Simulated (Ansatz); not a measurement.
# YCl: shapes and states compared

Calculated in Ansatz's Gaussian-basis code. Basis cc-pwCVTZ-PP on Y, cc-pV(T+d)Z on Cl, scalar-relativistic core potentials (28 electrons on Y), no spin–orbit coupling, 5 orbitals frozen in the corrections; active space CAS(10,10). Restricted Hartree–Fock, then the lowest state-specific CASSCF solution met for each case. Coupled cluster stands on the determinant that it favours, not always the lowest RHF. On stretched bonds single-reference methods can fail or change state. Solutions in different active orbitals can move differences by tenths of an eV and at times more than 1 eV.

Case A, singlet: bond length 2.3850 Å.

Case B, singlet: bond length 2.7427 Å.

Case C, triplet: the shape of A.

Energy less that of case A, in eV:

```
case  RHF/ROHF  CASSCF  CCSD(T)
   B    +0.344  +0.306   +0.522
   C    +0.248  +1.583   +0.888
```

(1) What does SC-NEVPT2 give for these differences?

(2) Which case is lowest, and do the methods agree?

## Answers

(1) B: +0.486 eV (11.2 kcal/mol); C: +0.531 eV (12.2 kcal/mol).

(2) A is lowest in SC-NEVPT2. Of the methods shown, RHF/ROHF, CASSCF, CCSD(T) agree.
